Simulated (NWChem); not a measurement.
System: BH3Se2; SMILES [SeH]B[SeH]

Parts of the log:

```
             Northwest Computational Chemistry Package (NWChem) 7.3.0
             --------------------------------------------------------

 C2V symmetry detected

                             Geometry "geometry" -> ""
                             -------------------------

 Output coordinates in angstroms (scale by  1.889725989 to convert to a.u.)

  No.       Tag          Charge          X              Y              Z
 ---- ---------------- ---------- -------------- -------------- --------------
    1 B                    5.0000     0.00000000     0.00000000    -0.84659204
    2 H                    1.0000     0.00000000     0.00000000    -2.04816704
    3 Se                  34.0000    -1.66302800     0.00000000     0.12402396
    4 H                    1.0000    -2.51240600     0.00000000    -1.07625104
    5 Se                  34.0000     1.66302800     0.00000000     0.12402396
    6 H                    1.0000     2.51240600     0.00000000    -1.07625104

 Effective nuclear repulsion energy (a.u.)     328.0643571364

      Symmetry information
      --------------------

 Group name             C2v
 Group number             16
 Group order               4
 No. of unique centers     4

                                 NWChem DFT Module
                                 -----------------

 Summary of "ao basis" -> "ao basis" (spherical)
 ------------------------------------------------------------------------------
       Tag                 Description            Shells   Functions and Types
 ---------------- ------------------------------  ------  ---------------------
 B                           6-31g*                  6       14   3s2p1d
 H                           6-31g*                  2        2   2s
 Se                          6-31g*                 12       32   5s4p3d

      Symmetry analysis of basis
      --------------------------

        a1         33
        a2         11
        b1         27
        b2         13

            General Information
            -------------------
          SCF calculation type: DFT
          Wavefunction type:  closed shell.
          No. of atoms     :     6
          No. of electrons :    76
           Alpha electrons :    38
            Beta electrons :    38
          Charge           :     0
          Spin multiplicity:     1
          Use of symmetry is: on ; symmetry adaption is: on
          Maximum number of iterations: 150
          AO basis - number of functions:    84
                     number of shells:    36
          Convergence on energy requested:  1.00D-06
          Convergence on density requested:  1.00D-05
          Convergence on gradient requested:  5.00D-04

              XC Information
              --------------
                         B3LYP Method XC Potential
                     Hartree-Fock (Exact) Exchange  0.200
                        Slater Exchange Functional  0.800 local
                    Becke 1988 Exchange Functional  0.720 non-local
              Lee-Yang-Parr Correlation Functional  0.810
                  VWN I RPA Correlation Functional  0.190 local

             Grid Information
             ----------------
          Grid used for XC integration:  medium
          Radial quadrature: Mura-Knowles
          Angular quadrature: Lebedev.
          Tag              B.-S. Rad. Rad. Pts. Rad. Cut. Ang. Pts.
          ---              ---------- --------- --------- ---------
          B                   0.85       49           8.0       434
          H                   0.35       45          12.0       434
          Se                  1.15      112          11.0       590
          Grid pruning is: on
          Number of quadrature shells:   251
          Spatial weights used:  Erf1

      Superposition of Atomic Density Guess
      -------------------------------------

 Sum of atomic energies:       -4825.03147265

      Non-variational initial energy
      ------------------------------

 Total energy =   -4826.011845
 1-e energy   =   -7373.394363
 2-e energy   =    2219.318161
 HOMO         =      -0.281648
 LUMO         =       0.023883

      Symmetry analysis of molecular orbitals - initial
      -------------------------------------------------

  Numbering of irreducible representations:

     1 a1          2 a2          3 b1          4 b2

  Orbital symmetries:

     1 b1          2 a1          3 a1          4 b1          5 a1
     6 b1          7 b1          8 a1          9 a2         10 b2
    11 a1         12 b1         13 a1         14 a1         15 b1
    16 a1         17 b1         18 b2         19 a2         20 a1
    21 b1         22 a1         23 b1         24 b2         25 a2
    26 a1         27 b1         28 b2         29 a2         30 a1
    31 b1         32 a1         33 a1         34 b1         35 b1
    36 b2         37 a1         38 a2         39 b2         40 a1
    41 b1         42 a1         43 b1         44 a1         45 a1
    46 b1         47 b2         48 a1

     ---------------------------------------------
      Total Density - Mulliken Population Analysis
     ---------------------------------------------

    Atom       Charge   Shell Charges
 -----------   ------   -------------------------------------------------------
    1 B    5     4.77   2.00  0.61  1.04  0.52  0.57  0.04
    2 H    1     0.98   0.49  0.49
    3 Se  34    34.35   2.00  2.00  6.00  2.00  5.99  1.50  3.26  0.36  1.20  6.94  2.94  0.17
    4 H    1     0.77   0.38  0.39
    5 Se  34    34.35   2.00  2.00  6.00  2.00  5.99  1.50  3.26  0.36  1.20  6.94  2.94  0.17
    6 H    1     0.77   0.38  0.39

[...]
```

Level: B3LYP/6-31G* (spherical d). Geometry: optimised at PBE0/def2-SVP.

Question: Which NWChem input produces such a log?

Answer: One answer among several that fit: the input that was run:
```
start job
memory heap 200 mb stack 900 mb global 1100 mb
geometry units angstroms noautoz
  B      0.000000     0.000000    -0.818506
  H      0.000000     0.000000    -2.020081
  Se    -1.663028     0.000000     0.152110
  H     -2.512406     0.000000    -1.048165
  Se     1.663028     0.000000     0.152110
  H      2.512406     0.000000    -1.048165
end
basis spherical
  B library 6-31g*
  H library 6-31g*
  Se library 6-31g*
end
dft
  xc b3lyp
  iterations 150
  mulliken
end
task dft energy
```
